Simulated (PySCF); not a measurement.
Nd⁵⁸⁺: ionisation energy

Nd⁵⁸⁺ 1s2 → Nd⁵⁹⁺ 1s1 [1s1/2^1, M_J = 1/2], as a difference of total energies. Calculation: PySCF 2.14, in an even-tempered Gaussian basis (15 s from 160 bohr⁻², ratio 2.4; 11 p from 210 bohr⁻², ratio 2.4; 3 d from 640 bohr⁻², ratio 2.6; 3 f from 960 bohr⁻², ratio 2.6); the two-component X2C-1e Hamiltonian. Correlated levels: nothing frozen; the 30 highest virtual spinors dropped. "Screened" scales the spin-orbit matrix elements by Boettger's factors to mimic the two-electron term; Breit and QED terms are absent.

| method | ionisation energy (eV) |
| --- | --- |
| GHF (screened spin-orbit) | 50438.5 |
| GMP2 (screened spin-orbit) | 50440.1 |

For this ion Breit and QED terms and the two-electron picture change, all absent here, outweigh the correlation shift from GHF to GMP2.

For comparison: 50339.59 ± 0.06 eV (theoretical estimate listed by NIST; NIST Atomic Spectra Database, ionization energies).
